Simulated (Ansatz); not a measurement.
`C=C=C(F)[SiH2]F`, 10 atoms. The species carries charge 0 and has multiplicity 1. All runs use 4 threads of an Arm Neoverse V1 on a shared host. Correlated methods freeze the cores.

Task: How many basis functions does each run have, and how long does it take in Ansatz? RKS SPW92 (LDA)/def2-TZVPP energy; RKS PBE0-D4/def2-TZVP relaxation (16 steps); RHF-CCSD(T)/def2-TZVPP energy; RHF-MP2/def2-QZVPP energy; RKS PBE0-D4/def2-TZVP frequencies; RHF-CCSD(T)/def2-SVP energy; RKS ωB97X-V/def2-TZVPP energy; RKS PBE0-D4/def2-QZVPP energy; RKS ωB97M-V/def2-QZVPP energy; RKS PBE0-D4/def2-SVP energy; RKS CAM-B3LYP-D4/def2-TZVPP energy; RKS ωB97M-V/def2-SVP energy. (An estimate is asked.)

Result: The calculation gave: Other jobs shared the machine, so times are rough.

```csv
level,job,functions,wall time,peak host memory (GiB)
RKS PBE0-D4/def2-SVP,energy,108,1 s,0.49
RKS SPW92 (LDA)/def2-TZVPP,energy,253,1.3 s,0.31
RKS CAM-B3LYP-D4/def2-TZVPP,energy,253,3.4 s,0.69
RKS ωB97M-V/def2-SVP,energy,108,4 s,0.49
RKS ωB97X-V/def2-TZVPP,energy,253,8 s,0.75
RKS PBE0-D4/def2-QZVPP,energy,475,8 s,1.6
RHF-CCSD(T)/def2-SVP,energy,108,8 s,0.54
RKS ωB97M-V/def2-QZVPP,energy,475,19 s,1.9
RHF-MP2/def2-QZVPP,energy,475,27 s,2.7
RKS PBE0-D4/def2-TZVP,relaxation (16 steps),216,58 s,0.56
RKS PBE0-D4/def2-TZVP,frequencies,216,2.6 min,0.58
RHF-CCSD(T)/def2-TZVPP,energy,253,3.6 min,5.8
```
